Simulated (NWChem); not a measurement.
## Spin states of BrSi

```xyz
2

Si     0.0000     0.0000     1.5996
Br     0.0000     0.0000    -0.6398
```
Charge 0, spin multiplicity 2.

Program: NWChem. The geometry was optimised at UPBE0/def2-SVP, a minimum by its harmonic frequencies.

Basis set: def2-TZVP. The gap is E(quartet) − E(doublet) at the geometry of the doublet, so a negative value puts the higher spin lower. Open shells are unrestricted, coupled cluster uses restricted open-shell references. The quartet is the single determinant that the SCF runs reached, with unpaired electrons in orbitals of symmetry a1 and b1 and b2 (C2v labels); it need not be the lowest quartet, which in molecules with degenerate π orbitals can need several determinants.

Costs are rough ratios of processor time within this set of runs, SCF included, with B3LYP as 1.

The Hamiltonian is non-relativistic. The correlated methods keep 14 core orbitals frozen. B3LYP has NWChem's definition, with VWN1-RPA local correlation. This spin state was chosen for the runs; another may lie lower. The structure started from a generated list of species. The unpaired electrons of the parent sit in orbitals of symmetry b2 (C2v labels of the run); other states weren't searched. No SCF solution was tested for a lower state. Open-shell Hartree-Fock references start from PBE0 orbitals; any time given for them includes that run. Coupled-cluster values serve here as a point of comparison, not as the truth.

```csv
method,vertical doublet-quartet gap (kcal/mol),relative cost
B3LYP,70.1,1
PBE,…,under 3
BLYP,71.4,under 3
HF,…,under 3
B2PLYP,…,3
MP2,61.0,4
CCSD(T),…,10
```

Problem. Some entries are withheld; supply them.

Solution. 
- PBE, vertical doublet-quartet gap (kcal/mol): 65.3
- HF, vertical doublet-quartet gap (kcal/mol): 45.0
- B2PLYP, vertical doublet-quartet gap (kcal/mol): 68.5
- CCSD(T), vertical doublet-quartet gap (kcal/mol): 64.2
